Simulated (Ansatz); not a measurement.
`[NH2][Al]([F])[Cl]` + `C[SeH]` → `C[Se][Al]([F])[Cl]` + NH₃ at 600 K and 1 bar (ligand exchange at the Al–N bond).

Computed with Ansatz on PBE0-D4/def2-TZVP structures; ΔE is electronic, products minus reactants. CBS: MP2 limit from def2 TZ/QZ plus the TZ coupled-cluster correction, frozen cores. This one scheme is used for every species. For Se outer-core shells are correlated without core-valence functions, which leaves a few kJ/mol of doubt a bond. Scalar relativity is left out up to krypton. One conformer a species, not always the lowest.

```json
{"species": "`[NH2][Al]([F])[Cl]`", "CCSD(T)/CBS energy (Eh)": "-857.68991", "H − E (kJ/mol)": "124.6", "S (J/(mol·K))": "381.7"}
{"species": "`C[SeH]`", "CCSD(T)/CBS energy (Eh)": "-2441.15625", "H − E (kJ/mol)": "149.5", "S (J/(mol·K))": "312.9"}
{"species": "`C[Se][Al]([F])[Cl]`", "CCSD(T)/CBS energy (Eh)": "-3242.34628", "H − E (kJ/mol)": "171.4", "S (J/(mol·K))": "470.7"}
{"species": "NH₃", "CCSD(T)/CBS energy (Eh)": "-56.50880", "H − E (kJ/mol)": "112.4", "S (J/(mol·K))": "219.5"}
```

H − E and S are ideal-gas, rigid-rotor, harmonic terms from PBE0-D4/def2-TZVP, for one conformer and one mirror image of each species. 1 Eh = 2625.50 kJ/mol, R = 8.31446 J/(mol·K).

Q: By hand: ΔE, ΔH, ΔS and ΔG.

A: ΔE = (-3242.34628) + (-56.50880) − (-857.68991) − (-2441.15625) = -0.00892 Eh = -23.4 kJ/mol. Δ(H − E) = 171.4 + 112.4 − 124.6 − 149.5 = 9.7, so ΔH = -13.7 kJ/mol. ΔS = 470.7 + 219.5 − 381.7 − 312.9 = -4.4 J/(mol·K). ΔG = -13.7 − 600 × (-4.4)/1000 = -11.1 kJ/mol.

Q: By hand: the equilibrium constant, and the temperature at which ΔG would vanish if ΔH and ΔS stayed fixed.

A: log₁₀ K = −ΔG/(RT ln 10) = 1.0. ΔG = 0 at ΔH/ΔS = 3114 K, far beyond where these terms or the molecules hold.

The number of gas molecules stays the same, so ΔS is small and ΔH decides. A doubt of 5 kJ/mol in ΔE shifts log₁₀ K by 0.4 here. Other conformers and mirror images would add mixing entropy, several J/(mol·K) or more a flexible species. Modes under 60 cm⁻¹, often nearly free rotors, make the harmonic entropy too high. These are equilibria of isolated gas molecules and say nothing of rates. Largest T1 diagnostic: 0.010 (customary marks: 0.02 for closed shells, 0.045 for open ones).
